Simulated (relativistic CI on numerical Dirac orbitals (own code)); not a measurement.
**One change at a time: Cd XIX**

Base calculation: Dirac-Coulomb-Breit CI, separate exchange-only KLI orbitals for each configuration, QED by a radiative potential, unscaled Slater integrals.

CI space (outside the closed core [Ar] 3d10): 4s², 4s4p, 4p², 4s4d, 4d², 4s4f, 4p4d, 4f², 4p4f, 4s5s, 4d4f, 4s5p, 4s5d, 4s5f, 4s5g, 4s6s. Levels of other configurations are missing.

The lowest level and the first level of each name with at least 55 % of one term (blank where a level has no safe partner in the second run):

| Level | Base (cm⁻¹) | Shift (cm⁻¹) |
| --- | --- | --- |
| 4s² ¹S0 | 0 | 0 |
| 4s4p ³P°0 | 281193 | -1106 |
| 4s4p ³P°1 | 296667 | -926 |
| 4s4p ³P°2 | 352690 | +5 |
| 4s4p ¹P°1 | 438718 | -94 |
| 4p² ³P0 | 658581 | -2063 |
| 4p² ³P1 | 710614 | -1094 |
| 4p² ¹D2 | 713494 | -921 |
| 4p² ³P2 | 780597 | +67 |
| 4p² ¹S0 | 841102 | -114 |
| 4s4d ³D1 | 918545 | +896 |
| 4s4d ³D2 | 923203 | +1084 |
| 4s4d ³D3 | 931430 | +1422 |
| 4s4d ¹D2 | 995983 | +1088 |

At this charge energies of transitions that change n are usually good to better than 1 %, and those within a shell (Δn = 0) to a few per cent.

**Question.** One thing was changed in a second run, which moved the levels as shown. Which?
A. QED terms removed
B. only the first 3 configurations
C. configuration mixing switched off
D. Breit term removed

**Answer.** D. Breit term removed. The Breit term mainly narrows fine-structure intervals, so removing it widens them.

LS names give the leading component of a level, which can be under half, so a name can repeat, a term be missing and a line seem to break the LS rules.
